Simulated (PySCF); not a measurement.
# Dy⁺: ionisation energy

Dy⁺ [Xe] 4f10 6s1 [4f5/2^6 4f7/2^4 6s1/2^1, M_J = 17/2] → Dy²⁺ [Xe] 4f10 [4f5/2^6 4f7/2^4, M_J = 8], as a difference of total energies. Calculation: PySCF 2.14, in x2c-SVPall-2c (7s10p9d3f1g, 112 functions); the two-component X2C-1e Hamiltonian. Correlated levels: [Ar] 3d10 frozen; the 16 highest virtual spinors dropped. "Screened" scales the spin-orbit matrix elements by Boettger's factors to mimic the two-electron term; Breit and QED terms are absent.

| method | ionisation energy (eV) | difference from reference (eV) |
| --- | --- | --- |
| GHF (spin-free) | 10.756 | -0.891 |
| GMP2 (spin-free) | 11.465 | -0.182 |
| GHF (screened spin-orbit) | 10.757 | -0.890 |
| GMP2 (screened spin-orbit) | 11.464 | -0.183 |

Reference: 11.647 ± 0.02 eV (semi-empirical (NIST evaluation); NIST Atomic Spectra Database, ionization energies).

The spin-free rows relax to the high-spin LS determinant and lack the spin-orbit shift.

Errors of the correlated levels include the incompleteness of this basis and the frozen core.

The labels give the starting determinants; with spin-orbit coupling the two ends relaxed to ⟨J²⟩ = 80.76, ⟨L²⟩ = 42.73, ⟨S²⟩ = 8.60 and ⟨J²⟩ = 72.01, ⟨L²⟩ = 42.75, ⟨S²⟩ = 5.90.
